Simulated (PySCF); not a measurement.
Ga(OH)2(SiH3) (GaH₅O₂Si), SMILES [OH][Ga]([OH])[SiH3]. Heavy atoms are numbered as in [Ga:1]([OH:2])([OH:4])[SiH3:6]. Hydrogens are named by the atom that carries them.

Geometry: B3LYP-D3(BJ)/def2-SVP. The structure was generated by enumeration; whether it is a known compound was not checked. The values are those of a single conformer.

Calculation: CAM-B3LYP/def2-TZVP (PySCF).

ESP charges are fitted to the potential on shells at 1.4 to 2.0 van der Waals radii. Atomic charges (e), one atom of each kind:

| atom | meta-Löwdin | ESP fit |
|---|---|---|
| Ga1 | 0.77 | 0.80 |
| O2 (OH) | -0.72 | -0.80 |
| H on O2 | 0.33 | 0.41 |
| Si6 (SiH3) | 0.23 | 0.14 |
| H on Si6 | -0.07 | -0.05 |
